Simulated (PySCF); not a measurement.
Atoms are numbered as in `[SiH3:1][NH:2][C@:3]12[CH2:4][CH2:5][CH2:6][C@H:7]1[CH2:8][CH2:9][CH2:10]2`. Hydrogens are named by the atom that carries them. Ha(C8), Ha(C9), Ha(C10) are cis to C6 on the ring; Ha(C4), Ha(C5), Ha(C6) are cis to C8 on the ring; Hb(C8), Hb(C9), Hb(C10) are trans to C6 on the ring; Hb(C4), Hb(C5), Hb(C6) are trans to C8 on the ring.

PySCF 2.14 calculation with PBE0-D3(BJ)/def2-SVP structure and σ from GIAO-PBE0/pcSseg-1; no relativistic terms, fast rotation and ring inversion assumed for equivalent nuclei, a single conformation, gas phase.

References, each an isolated molecule treated in the same way: TMS for $^{13}$C (184.41 ppm), $^{1}$H (31.27 ppm), $^{29}$Si (351.99 ppm); NH3 for $^{15}$N (265.67 ppm).

```csv
atoms,nucleus,count,Hirshfeld charge,δ (ppm)
C5/C9,$^{13}$C,2,-0.07,27.4
Ha(C5)/Ha(C9),$^{1}$H,2,0.04,?
Hb(C5)/Hb(C9),$^{1}$H,2,0.04,1.44
H(C7),$^{1}$H,1,0.03,1.80
C7,$^{13}$C,1,-0.03,56.7
C3,$^{13}$C,1,0.07,?
Hb(C6)/Hb(C8),$^{1}$H,2,0.04,1.90
H(Si1),$^{1}$H,3,-0.09,4.59
C4/C10,$^{13}$C,2,-0.07,43.6
Ha(C6)/Ha(C8),$^{1}$H,2,0.03,1.07
Hb(C4)/Hb(C10),$^{1}$H,2,0.03,1.64
H(N2),$^{1}$H,1,0.11,0.29
Ha(C4)/Ha(C10),$^{1}$H,2,0.04,?
N2,$^{15}$N,1,-0.24,?
Si1,$^{29}$Si,1,0.33,?
C6/C8,$^{13}$C,2,-0.07,36.7
```

Problem. Complete the table.

Solution. 
- C3: 71.4 ppm, fully substituted sp3 carbon bonded to N; pulled downfield by the heteroatom
- Ha(C5)/Ha(C9): 1.48 ppm, hydrogen on an sp3 CH2 in a ring; far from electronegative atoms and π systems
- Ha(C4)/Ha(C10): 1.44 ppm, hydrogen on an sp3 CH2 in a ring
- Si1: -66.1 ppm, silicon bonded to N, 3 H
- N2: 46.5 ppm, nitrogen bonded to C, Si, H

OH/NH shifts are gas-phase values; hydrogen bonding in solution moves them, usually downfield. Shifts are as computed. Against solution values, carbons near 30 ppm lie about +2 ppm off and those near 130 ppm about +5 ppm. Of 1211 compounds with measured shifts, 218 miss one by over three times the rms of a fit or turn the order of signals round; such compounds aren't used in these exercises. Experimental scales use liquid or dissolved standards, which lie at an offset from isolated NH3 (liquid NH3: subtract about 20 ppm).
